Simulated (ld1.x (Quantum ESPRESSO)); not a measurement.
An all-electron radial function and its pseudo partner (Ca)

Columns: radius, all-electron u(r) and pseudo u(r) of the 3p shell (level -28.01 eV) of calcium in the configuration [Ne] 3s2 3p6 3d0 4s2 4p0; PBE, scalar-relativistic, RRKJ scheme, ld1.x (Quantum ESPRESSO) 7.5.

```json
{"r (bohr)": "0.088", "all-electron": "0.2789", "pseudo": "-0.0170"}
{"r (bohr)": "0.175", "all-electron": "0.4696", "pseudo": "-0.0659"}
{"r (bohr)": "0.262", "all-electron": "0.4138", "pseudo": "-0.1436"}
{"r (bohr)": "0.350", "all-electron": "0.2060", "pseudo": "-0.2460"}
{"r (bohr)": "0.438", "all-electron": "-0.0555", "pseudo": "-0.3651"}
{"r (bohr)": "0.525", "all-electron": "-0.3073", "pseudo": "-0.4908"}
{"r (bohr)": "0.612", "all-electron": "-0.5233", "pseudo": "-0.6152"}
{"r (bohr)": "0.700", "all-electron": "-0.6952", "pseudo": "-0.7302"}
{"r (bohr)": "0.788", "all-electron": "-0.8191", "pseudo": "-0.8257"}
{"r (bohr)": "0.875", "all-electron": "-0.8983", "pseudo": "-0.8950"}
{"r (bohr)": "0.962", "all-electron": "-0.9404", "pseudo": "-0.9364"}
{"r (bohr)": "1.050", "all-electron": "-0.9529", "pseudo": "-0.9507"}
{"r (bohr)": "1.138", "all-electron": "-0.9419", "pseudo": "-0.9413"}
{"r (bohr)": "1.225", "all-electron": "-0.9139", "pseudo": "-0.9138"}
{"r (bohr)": "1.312", "all-electron": "-0.8741", "pseudo": "-0.8741"}
{"r (bohr)": "1.400", "all-electron": "-0.8260", "pseudo": "-0.8260"}
{"r (bohr)": "1.487", "all-electron": "-0.7738", "pseudo": "-0.7738"}
{"r (bohr)": "1.575", "all-electron": "-0.7188", "pseudo": "-0.7188"}
{"r (bohr)": "1.662", "all-electron": "-0.6642", "pseudo": "-0.6642"}
{"r (bohr)": "1.750", "all-electron": "-0.6099", "pseudo": "-0.6099"}
{"r (bohr)": "1.838", "all-electron": "-0.5576", "pseudo": "-0.5576"}
{"r (bohr)": "1.925", "all-electron": "-0.5084", "pseudo": "-0.5084"}
{"r (bohr)": "2.012", "all-electron": "-0.4621", "pseudo": "-0.4621"}
{"r (bohr)": "2.100", "all-electron": "-0.4185", "pseudo": "-0.4185"}
{"r (bohr)": "2.188", "all-electron": "-0.3781", "pseudo": "-0.3781"}
{"r (bohr)": "2.275", "all-electron": "-0.3413", "pseudo": "-0.3413"}
```

How many radial nodes do the two functions have?

The all-electron 3p function has n − l − 1 = 1; the pseudo-wave has 0, since the states of the same l below it are removed with the core.

At about which radius was the pseudo-wave matched?

1.35 bohr. The columns agree to 0.0005 from 1.23 bohr on; several derivatives are matched, so the curves merge somewhat inside the radius.

Is the pseudo-wave norm-conserving?

Yes: the RRKJ scheme keeps the norm inside the radius equal to the all-electron one, which fixes the energy derivative of the logarithmic derivative at the level.
